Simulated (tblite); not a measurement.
C6H8ClFSi.
Numbering: `[CH2:1]=[C:2]1[CH:3]=[C:4]([F:5])[SiH2:6][C@H:7]([Cl:8])[CH2:9]1` (hydrogens: H10, H11 on C1; H12 on C3; H13, H14 on Si6; H15 on C7; H16, H17 on C9)

Computed with GFN2-xTB (tblite), gas phase: L-BFGS steps from a force-field or distance-geometry start until the largest atomic force falls under 0.01 eV/Å.

Step 21: E = -758.9518 eV
```
atom  x, y, z in Å  |  force x, y, z in eV/Å
C1     -2.1702   -1.2676   -0.1003    0.017   0.014  -0.009
C2     -1.0949   -0.4801   -0.1704    0.025   0.001   0.019
C3     -1.2234    0.9330    0.1338    0.000  -0.002  -0.004
C4     -0.1964    1.7710    0.3066    0.001  -0.010  -0.001
F5     -0.4822    3.0724    0.5744    0.006  -0.010  -0.003
Si6     1.6271    1.2845    0.2930    0.005  -0.030  -0.004
C7      1.4003   -0.6154    0.2707    0.022  -0.037  -0.010
Cl8     2.9005   -1.3899   -0.3529   -0.020   0.035   0.022
C9      0.2351   -1.0315   -0.6193    0.018   0.013  -0.002
H10    -3.1367   -0.8785    0.1721    0.005  -0.028   0.018
H11    -2.1180   -2.3214   -0.3120   -0.015   0.002  -0.004
H12    -2.2349    1.3098    0.2332    0.025  -0.009  -0.006
H13     2.2960    1.7431   -0.9238   -0.003  -0.003  -0.002
H14     2.3095    1.7085    1.5143   -0.012   0.007  -0.012
H15     1.2748   -1.0310    1.2724   -0.047   0.008  -0.013
H16     0.4307   -0.6727   -1.6349   -0.008   0.028  -0.004
H17     0.1758   -2.1222   -0.6667   -0.019   0.022   0.016
```

Step 22: E = -758.9522 eV
```
atom  x, y, z in Å  |  force x, y, z in eV/Å
C1     -2.1701   -1.2687   -0.1002    0.015   0.008   0.001
C2     -1.0955   -0.4799   -0.1685    0.028  -0.009  -0.010
C3     -1.2233    0.9333    0.1344   -0.001  -0.020   0.003
C4     -0.1951    1.7699    0.3057   -0.013  -0.009  -0.005
F5     -0.4802    3.0711    0.5724    0.004   0.015   0.003
Si6     1.6277    1.2836    0.2921    0.020  -0.031   0.000
C7      1.3991   -0.6160    0.2719    0.040  -0.033  -0.015
Cl8     2.9009   -1.3915   -0.3493   -0.037   0.038   0.026
C9      0.2346   -1.0290   -0.6205    0.025   0.005   0.004
H10    -3.1374   -0.8818    0.1732    0.013  -0.026   0.017
H11    -2.1168   -2.3230   -0.3116   -0.012   0.019  -0.005
H12    -2.2342    1.3102    0.2354    0.016  -0.002  -0.007
H13     2.2966    1.7398   -0.9260   -0.005  -0.005   0.004
H14     2.3077    1.7111    1.5139   -0.012   0.003  -0.019
H15     1.2719   -1.0313    1.2736   -0.049   0.008  -0.021
H16     0.4310   -0.6663   -1.6351   -0.015   0.024   0.010
H17     0.1758   -2.1193   -0.6714   -0.019   0.015   0.012
```

Step 23: E = -758.9526 eV
```
atom  x, y, z in Å  |  force x, y, z in eV/Å
C1     -2.1697   -1.2700   -0.1001    0.012  -0.002   0.013
C2     -1.0957   -0.4799   -0.1665    0.024  -0.016  -0.037
C3     -1.2230    0.9332    0.1353    0.002  -0.031   0.011
C4     -0.1936    1.7684    0.3046   -0.020  -0.004  -0.008
F5     -0.4776    3.0697    0.5700    0.003   0.035   0.007
Si6     1.6287    1.2819    0.2910    0.027  -0.021   0.004
C7      1.3983   -0.6172    0.2732    0.040  -0.014  -0.013
Cl8     2.9009   -1.3928   -0.3445   -0.036   0.028   0.024
C9      0.2346   -1.0258   -0.6220    0.023  -0.006   0.006
H10    -3.1380   -0.8862    0.1749    0.024  -0.019   0.015
H11    -2.1155   -2.3247   -0.3112   -0.006   0.032  -0.008
H12    -2.2330    1.3106    0.2380    0.001   0.005  -0.006
H13     2.2973    1.7356   -0.9285   -0.006  -0.007   0.011
H14     2.3054    1.7143    1.5131   -0.008  -0.001  -0.023
H15     1.2674   -1.0317    1.2748   -0.046   0.003  -0.023
H16     0.4311   -0.6580   -1.6351   -0.019   0.016   0.024
H17     0.1753   -2.1155   -0.6769   -0.016   0.003   0.004
```

Problem. Estimate the geometry and energy of step 24. (The exact step hangs on the optimiser's Hessian estimate; all steps are aligned on step 23, rigid shifts and turns removed.)

Solution. E = -758.9530 eV, largest force 0.051 eV/Å
```
atom  x, y, z in Å  |  force x, y, z in eV/Å
C1     -2.1689   -1.2712   -0.0998    0.011  -0.010   0.021
C2     -1.0955   -0.4801   -0.1651    0.015  -0.013  -0.047
C3     -1.2227    0.9326    0.1364    0.005  -0.027   0.015
C4     -0.1923    1.7670    0.3034   -0.016   0.004  -0.008
F5     -0.4750    3.0688    0.5677    0.003   0.036   0.008
Si6     1.6299    1.2799    0.2899    0.016  -0.004   0.005
C7      1.3981   -0.6186    0.2744    0.019   0.011  -0.006
Cl8     2.9002   -1.3938   -0.3394   -0.017   0.009   0.015
C9      0.2350   -1.0227   -0.6234    0.014  -0.015   0.003
H10    -3.1382   -0.8908    0.1769    0.030  -0.007   0.015
H11    -2.1142   -2.3258   -0.3110    0.002   0.030  -0.012
H12    -2.2319    1.3110    0.2405   -0.011   0.006  -0.006
H13     2.2979    1.7313   -0.9309   -0.005  -0.008   0.014
H14     2.3030    1.7175    1.5119   -0.001  -0.004  -0.021
H15     1.2621   -1.0319    1.2756   -0.038  -0.002  -0.019
H16     0.4309   -0.6494   -1.6347   -0.018   0.007   0.027
H17     0.1746   -2.1117   -0.6823   -0.008  -0.013  -0.006
```

The energy changes by -0.0004 eV. The first-order estimate −F·Δx gives -0.0006 eV and the mean of the old and new forces, exact on a quadratic surface, -0.0004 eV. The step makes an angle of 75° with the force vector and moves no atom by more than 0.009 Å.

What follows is the cost of the whole relaxation. Hardware: Arm Neoverse N1, one thread, shared host. Cost: 0.76 s wall.
